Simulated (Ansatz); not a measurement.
Ca₆O₈H₄, 18 atoms. Hardware: 4 threads of Arm Neoverse V2 on a shared host.

The 6-31G sets use Cartesian d functions. Correlated methods freeze 38 core orbitals; core or outer-core shells of Ca are correlated, in sets that lack core-valence functions.

Problem. How many basis functions does each of these Ansatz runs have, and roughly what does it cost? MP2/def2-SVP, charge 0 singlet, energy, from earlier orbitals; PBE-D4/def2-SVP, charge 1 doublet at the geometry of the charge 0 singlet, energy, from earlier orbitals; PBE-D4/def2-SVP, charge 0 triplet at the geometry of the charge 0 singlet, energy, from earlier orbitals; HF/6-31G, charge 0 singlet, energy; r2SCAN-D4/def2-SVP, charge 0 singlet, energy, from earlier orbitals; PBE-D4/def2-SVP, charge -1 doublet at the geometry of the charge 0 singlet, energy, from earlier orbitals; PBE0-D4/def2-SVP, charge 1 doublet at the geometry of the charge 0 singlet, energy; PBE0-D4/def2-SVP, charge 0 singlet, energy and forces, from earlier orbitals; PBE-D4/def2-SVP, charge 0 singlet, energy, from earlier orbitals; PBE0-D4/def2-SVP, charge 0 triplet at the geometry of the charge 0 singlet, energy; r2SCAN-D4/def2-SVP, charge 0 singlet, relaxation, 35 steps; RPA@PBE/def2-SVP, charge 0 singlet, energy, from earlier orbitals.

Solution. Other jobs shared the machine, so times can vary by a factor of up to 3.

```json
{"run": "PBE-D4/def2-SVP, charge 0 singlet, energy, from earlier orbitals", "functions": "276", "fitting or Cholesky vectors": "3080", "wall time": "11 s", "peak host memory (GiB)": "0.8"}
{"run": "HF/6-31G, charge 0 singlet, energy", "functions": "254", "fitting or Cholesky vectors": "2528", "wall time": "11 s", "peak host memory (GiB)": "1.4"}
{"run": "MP2/def2-SVP, charge 0 singlet, energy, from earlier orbitals", "functions": "276", "fitting or Cholesky vectors": "2872", "wall time": "19 s", "peak host memory (GiB)": "1.5"}
{"run": "r2SCAN-D4/def2-SVP, charge 0 singlet, energy, from earlier orbitals", "functions": "276", "fitting or Cholesky vectors": "3080", "wall time": "24 s", "peak host memory (GiB)": "0.91"}
{"run": "PBE0-D4/def2-SVP, charge 0 singlet, energy and forces, from earlier orbitals", "functions": "276", "fitting or Cholesky vectors": "2872", "wall time": "26 s", "peak host memory (GiB)": "1.6"}
{"run": "RPA@PBE/def2-SVP, charge 0 singlet, energy, from earlier orbitals", "functions": "276", "fitting or Cholesky vectors": "2872", "wall time": "28 s", "peak host memory (GiB)": "1.3"}
{"run": "PBE-D4/def2-SVP, charge -1 doublet at the geometry of the charge 0 singlet, energy, from earlier orbitals", "functions": "276", "fitting or Cholesky vectors": "3080", "wall time": "30 s", "peak host memory (GiB)": "0.96"}
{"run": "PBE-D4/def2-SVP, charge 0 triplet at the geometry of the charge 0 singlet, energy, from earlier orbitals", "functions": "276", "fitting or Cholesky vectors": "3080", "wall time": "81 s", "peak host memory (GiB)": "1.9"}
{"run": "PBE-D4/def2-SVP, charge 1 doublet at the geometry of the charge 0 singlet, energy, from earlier orbitals", "functions": "276", "fitting or Cholesky vectors": "3080", "wall time": "92 s", "peak host memory (GiB)": "1.9"}
{"run": "PBE0-D4/def2-SVP, charge 0 triplet at the geometry of the charge 0 singlet, energy", "functions": "276", "fitting or Cholesky vectors": "2872", "wall time": "96 s", "peak host memory (GiB)": "2.5"}
{"run": "PBE0-D4/def2-SVP, charge 1 doublet at the geometry of the charge 0 singlet, energy", "functions": "276", "fitting or Cholesky vectors": "2872", "wall time": "2.1 min", "peak host memory (GiB)": "2.9"}
{"run": "r2SCAN-D4/def2-SVP, charge 0 singlet, relaxation, 35 steps", "functions": "276", "fitting or Cholesky vectors": "3080", "wall time": "9.7 min", "peak host memory (GiB)": "0.85"}
```
